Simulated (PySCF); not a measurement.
Computed spin Hamiltonian

C₆H₉N (charge -1 and doublet state).
Z-matrix (Å and degrees, GFN2-xTB geometry), rows numbered from 1:
```
C 
C   1  1.3639
C   2  1.5026  1  130.58
C   3  1.5062  2   81.95  1  -135.60
N   4  1.3185  3  127.24  2   134.61
C   2  1.5002  1  130.36  3  -149.42
C   6  1.5423  2  116.18  1  -109.04
H   1  1.0801  2  121.58  3   -12.21
H   1  1.0806  2  121.35  3   161.09
H   3  1.1073  2  115.81  1   109.96
H   3  1.1012  2  117.35  1   -18.91
H   5  1.0255  4  110.37  3  -160.78
H   6  1.1097  2  116.77  1    19.59
H   7  1.0921  6  110.70  2  -166.83
H   7  1.0926  6  110.76  2    72.78
H   7  1.0885  6  110.04  2   -47.09
```

The hyperfine couplings belong to this conformer and change with its torsions.

The species is `C=C1C[C]([NH-])[C@H]1C` [radical] (charge -1).

Computed with UKS B3LYP, pcH-1 on C H N, non-relativistic, mean-field spin-orbit, GIAO (PySCF). Whether the extra electron is bound in the gas phase wasn't checked; a finite basis holds it in any case. A GFN2-xTB geometry isn't a minimum of the functional, and hyperfine couplings can be far from their values at a DFT geometry, by a factor of two or more for some ions and for spin on atoms past the first row. The frame is twisted about the C4–N5 bond at this geometry (dihedral C6–C4–N5–H12 = -15°); couplings at other torsion angles weren't computed. The SCF solution wasn't tested for stability.

* g1, g2, g3: 2.00230, 2.00297, 2.00388
* g_iso: 2.00305
* Form of g: rhombic: the two nearest values differ by 42 % of g3 − g1
* ⟨S²⟩: 0.7553 (exact 0.7500)
* α and β electrons: 27, 26
* HOMO–LUMO gap, α and β orbitals: 2.81, 5.62 eV
* Total energy: -288.72857 Eh

Isotropic coupling and dipolar principal values T1 to T3, in MHz; ρ(0) is the spin density at the nucleus:

```tsv
atom	isotope	a_iso	T1	T2	T3	Mulliken spin population	ρ(0) (bohr⁻³)
C1	13C	33.9	-22.5	-21.9	44.4	0.33	0.0301
C2	13C	26.5	-12.5	-10.8	23.3	0.07	0.0235
C3	13C	-6.3	-1.8	-0.7	2.5	-0.04	-0.0056
C4	13C	37.3	-18.9	-16.4	35.3	0.16	0.0332
N5	14N	11.6	-12.5	-12.1	24.6	0.25	0.0359
C6	13C	-2.2	-2.5	0.1	2.4	-0.02	-0.0019
C7	13C	129.2	-2.5	-1.9	4.4	0.01	0.1149
H8	1H	-17.7	-11.4	0.4	11.0	-0.01	-0.0040
H9	1H	-18.2	-11.3	0.1	11.2	-0.01	-0.0041
H10	1H	90.2	-1.9	-0.8	2.7	0.04	0.0202
H11	1H	42.2	-2.0	0.1	1.9	0.07	0.0094
H12	1H	-14.8	-13.8	-3.7	17.5	0.00	-0.0033
H13	1H	31.5	-2.3	-0.4	2.7	0.10	0.0070
H14	1H	-0.9	-2.8	-1.7	4.6	0.02	-0.0002
H15	1H	0.6	-2.6	-1.6	4.1	0.02	0.0001
H16	1H	-0.2	-2.6	-1.5	4.0	0.00	0.0000
```

The Mulliken spin populations are largest on C1 (+0.33), N5 (+0.25), C4 (+0.16) and H13 (+0.10). Three atoms exceed +0.15.

C4, the radical centre as drawn in `C=C1C[C]([NH-])[C@H]1C`, holds a spin population of +0.16 out of 1.

Axes: g1 points within 7° of the C1–C2 bond and g3 points within 8° of the N5–H12 bond.

Under fast tumbling the dipolar parts average out, and these isotropic splittings remain (the largest six): 1 × 1H (H10, I = 1/2, 2 lines) with 3.22 mT, 1 × 1H (H11, I = 1/2, 2 lines) with 1.51 mT, 1 × 1H (H13, I = 1/2, 2 lines) with 1.12 mT, 1 × 1H (H9, I = 1/2, 2 lines) with 0.65 mT, 1 × 1H (H8, I = 1/2, 2 lines) with 0.63 mT and 1 × 1H (H12, I = 1/2, 2 lines) with 0.53 mT.

The 13C coupling of C7 (129.2 MHz) shows only in satellite lines or after enrichment, since that isotope makes up about 1.07 % of natural carbon.

On an AMD EPYC 7B13 with one thread (shared host), this took 48 s (with the writing of density and orbital grids) and 0.96 GiB of memory at its peak.
